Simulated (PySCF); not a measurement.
**Spin-rotation constants: Ge2(Br)4**

Cartesian coordinates in Å; atom numbers follow the order of the lines, from 1:
```xyz
6

Ge    1.2801    1.1467    0.9387
Br    3.2809   -0.0163    0.5331
Br   -0.2460   -0.9966    1.5126
Ge   -1.3096   -1.1511   -0.9477
Br   -3.2692    0.0649   -0.4963
Br    0.2638    0.9524   -1.5404
```

Level of theory: GIAO PBE/def2-SVP magnetisability, rotational g tensor and spin-rotation constants, non-relativistic, gas phase (PySCF). Geometry: GFN2-xTB.

The calculation is non-relativistic, which matters for the atoms heavier than Zn.

(1) Give the nuclear spin-rotation constants along the inertial axes (H = +C I·J) beside the isotropic shieldings.

## Answers

(1) Rotational constants 0.6630, 0.2188, 0.1941 GHz. A star marks the isotopologue with that one atom substituted, in its own axes.
| atom | isotope | Caa (kHz) | Cbb (kHz) | Ccc (kHz) | mean (kHz) | σ (ppm) |
| --- | --- | --- | --- | --- | --- | --- |
| Br2 | 79Br | 1.481 | 0.489 | 0.349 | 0.773 | 1754.5 |
| Br3 | 79Br | 0.612 | 0.380 | 0.274 | 0.422 | 2233.5 |
| Br5 | 79Br | 1.517 | 0.490 | 0.335 | 0.780 | 1758.3 |
| Br6 | 79Br | 0.611 | 0.379 | 0.273 | 0.421 | 2234.8 |
| Ge1 | 73Ge* | -0.263 | -0.088 | -0.052 | -0.134 | 1085.8 |

For the geometry as given, no vibrational averaging.
